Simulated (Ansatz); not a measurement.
C10H19N (`CCCCCCCCCC#N`) at its PBE0-D4/def2-TZVP geometry, where that method's forces vanish. The species carries charge 0 and has multiplicity 1.

```xyz
30

C    -2.3914    1.6131    0.9244
C    -1.2060    2.3023    1.5801
C     0.1641    1.7649    1.1809
C     0.5050    1.9164   -0.3049
C     0.1205    0.7518   -1.2241
C     1.2076   -0.3049   -1.4007
C     1.5697   -1.1209   -0.1650
C     0.4342   -1.9510    0.4186
C    -0.1799   -2.9531   -0.5625
C     0.8037   -3.8739   -1.1100
N     1.5996   -4.5882   -1.5321
H    -3.3346    2.0109    1.3061
H    -2.3945    1.7515   -0.1592
H    -2.3849    0.5367    1.1225
H    -1.2421    3.3739    1.3505
H    -1.3060    2.2250    2.6681
H     0.2401    0.7153    1.4820
H     0.9154    2.2974    1.7729
H     1.5817    2.0883   -0.4135
H     0.0280    2.8340   -0.6676
H    -0.1104    1.1495   -2.2174
H    -0.8056    0.2855   -0.8741
H     2.1162    0.1909   -1.7597
H     0.9145   -0.9852   -2.2083
H     1.9534   -0.4605    0.6185
H     2.3961   -1.7919   -0.4219
H     0.7993   -2.4950    1.2939
H    -0.3764   -1.3062    0.7690
H    -0.6589   -2.4358   -1.3985
H    -0.9583   -3.5406   -0.0681
```

(1) What forces (eV/Å) does r2SCAN-D4/def2-TZVPP give on these atoms in the Gaussian-basis code of Ansatz? (Estimate.)

Answers

(1) Ansatz gave: 
```
C1  -0.114 -0.052 -0.063
C2  -0.029  0.107  0.104
C3   0.096 -0.045  0.112
C4   0.064  0.115 -0.046
C5  -0.138 -0.011 -0.086
C6   0.072 -0.028 -0.137
C7   0.138  0.002  0.057
C8  -0.027  0.045  0.179
C9  -0.067 -0.112 -0.102
C10 -0.397  0.354  0.197
N11  0.413 -0.362 -0.211
H12  0.011 -0.008 -0.009
H13  0.004 -0.001  0.011
H14  0.007  0.007 -0.006
H15  0.003  0.002 -0.001
H16 -0.001  0.001 -0.001
H17 -0.009 -0.009 -0.001
H18  0.004 -0.002  0.007
H19  0.006 -0.003 -0.007
H20 -0.005  0.008  0.005
H21 -0.006 -0.003 -0.004
H22 -0.002 -0.010  0.007
H23  0.000  0.003 -0.002
H24  0.002 -0.011 -0.002
H25  0.004  0.009  0.002
H26 -0.001 -0.005  0.003
H27 -0.003 -0.004 -0.002
H28 -0.005  0.000 -0.004
H29 -0.011  0.011  0.000
H30 -0.008  0.004  0.000
```
